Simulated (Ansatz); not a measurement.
`C[NH][AlH2]` and `C[SiH2][N](C)[AlH2]` differ in one atom or group.

Ansatz, PBE0-D4/def2-TZVP geometries, multiplicity 1. Each molecule was computed in one conformer, which needn't be the lowest.

```json
{"property": "HOMO energy (ωB97M-V/def2-TZVPP) / eV", "`C[NH][AlH2]`": "-9.21"}
{"property": "HOMO–LUMO gap (B3LYP/def2-TZVPP) / eV", "`C[NH][AlH2]`": "5.79"}
{"property": "size of the dipole moment (PBE/def2-TZVPP) / D", "`C[NH][AlH2]`": "1.37"}
{"property": "size of the dipole moment (ωB97M-V/def2-TZVPP) / D", "`C[NH][AlH2]`": "1.20"}
{"property": "LUMO energy (PBE/def2-TZVPP) / eV", "`C[NH][AlH2]`": "-1.42"}
{"property": "HOMO energy (PBE/def2-TZVPP) / eV", "`C[NH][AlH2]`": "-5.63"}
```

Question: Give the same properties after the change, and the shifts. (An estimate is asked.)

Answer: Ansatz gave: 
```
                                          property  `C[SiH2][N](C)[AlH2]`  shift
             HOMO energy (ωB97M-V/def2-TZVPP) / eV                  -9.37  -0.16
             HOMO–LUMO gap (B3LYP/def2-TZVPP) / eV                   5.78  -0.01
    size of the dipole moment (PBE/def2-TZVPP) / D                   1.29  -0.08
size of the dipole moment (ωB97M-V/def2-TZVPP) / D                   1.17  -0.03
                 LUMO energy (PBE/def2-TZVPP) / eV                  -1.65  -0.23
                 HOMO energy (PBE/def2-TZVPP) / eV                  -5.87  -0.24
```

Dipoles are sizes alone; their direction can turn.

B3LYP here is the variant with VWN-RPA as its local correlation; programs differ in this.
